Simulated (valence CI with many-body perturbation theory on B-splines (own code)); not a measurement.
Pm¹¹⁺: what each term of the Hamiltonian does

Calculated by configuration interaction combined with many-body perturbation theory (CI+MBPT): four valence electrons over a frozen Dirac-Fock core [Kr] 4d10, a basis of 8 s, 8 p, 9 d, 9 f, 6 g, 3 h, 2 i functions for each j, with the one-electron correlation potential Σ1, the two-electron term Σ2, the three-electron term Σ3, Breit, model QED; selected CI, second order for the rest (own B-spline code, finite nucleus).

No measured spectrum was set against this ion. As an estimate, terms of the open shell hold to a few per cent of their energy, and close levels can change places; configurations with another count of f electrons can be misplaced by thousands of cm⁻¹. Core correlation moves these levels by up to 53000 cm⁻¹, and in measured spectra 5 to 20 % of such shifts remained as error; rates that hang on mixing are uncertain with them. Among the levels kept, up to 340 cm⁻¹ of a level comes from second order outside the variational space, and about a tenth of that is noise between levels of different J, which matters for small intervals.

Each rung adds one term. CI alone is the Dirac-Coulomb CI over the frozen core; QED comes last and gives the full result, which names the levels. Energies are above 4f²5s² ³H_4 on the same rung, in eV. A blank means that the level has no clear partner on that rung.

Names give the largest LS component (configuration and term), which can be under half, so a name can repeat, a term be missing and a line seem to break the LS rules; names also repeat where a configuration has a term twice.

| Level | CI alone | + Σ1 | + Σ2 | + Σ3 | + Breit | Full |
| --- | --- | --- | --- | --- | --- | --- |
| 4f²5s² ³H_5 | 0.446 | 0.487 | 0.515 | 0.513 | 0.473 | 0.476 |
| 4f²5s² ³H_6 | 0.902 | 0.982 | 1.039 | 1.036 | 0.954 | 0.959 |
| 4f²5s² ³F_2 | 0.976 | 1.010 | 0.973 | 0.974 | 0.978 | 0.979 |
| 4f²5s² ³F_3 | 1.271 | 1.332 | 1.319 | 1.319 | 1.293 | 1.297 |
| 4f²5s² ³F_4 | 1.261 | 1.324 | 1.383 | 1.383 | 1.349 | 1.352 |
| 4f²5s² ¹G_4 | 1.875 | 1.978 | 2.065 | 2.062 | 1.993 | 1.999 |
| 4f²5s² ¹D_2 |  | 3.544 | 3.388 | 3.393 | 3.372 | 3.375 |
| 4f²5s² ³P_0 | 4.306 | 4.388 | 4.140 | 4.145 | 4.151 | 4.153 |
| 4f²5s² ¹I_6 | 4.420 | 4.512 | 4.261 | 4.262 | 4.204 | 4.208 |
| 4f²5s² ³P_1 | 4.464 | 4.554 | 4.308 | 4.313 | 4.306 | 4.309 |
| 4f²5s² ³P_2 | 4.713 | 4.832 | 4.614 | 4.617 | 4.571 | 4.576 |
| 4f5s²5p ³G_3 | 2.826 | 3.714 | 6.704 | 6.635 | 6.877 | 6.901 |
| 4f5s²5p ³F_2 |  | 4.269 | 7.241 | 7.182 | 7.422 | 7.447 |
| 4f5s²5p ³F_3 | 3.671 | 4.600 | 7.585 | 7.532 | 7.731 | 7.758 |
| 4f5s²5p ³G_4 | 3.966 | 4.889 | 7.914 | 7.820 | 8.011 | 8.039 |
| 4f²5s² ¹S_0 | 8.986 | 9.279 | 9.357 | 9.376 | 9.372 | 9.378 |
| 4f5s²5p ¹F_3 | 8.260 | 9.277 | 12.373 | 12.343 | 12.514 | 12.548 |
| 4f5s²5p ³F_4 | 8.846 | 9.891 | 13.004 | 12.950 | 13.094 | 13.130 |
| 4f5s²5p ³D_2 | 9.272 | 10.297 | 13.352 | 13.270 | 13.444 | 13.477 |

How does the ionisation energy move along the ladder, and which term matters most?

CI alone 191.20, + Σ1 193.91, + Σ2 196.65, + Σ3 196.54, + Breit 196.62, + QED 196.65 eV. The largest step is Σ2, 2.74 eV, with Σ1 about as large (2.71). NIST lists 202 ± 10 eV (theoretical).
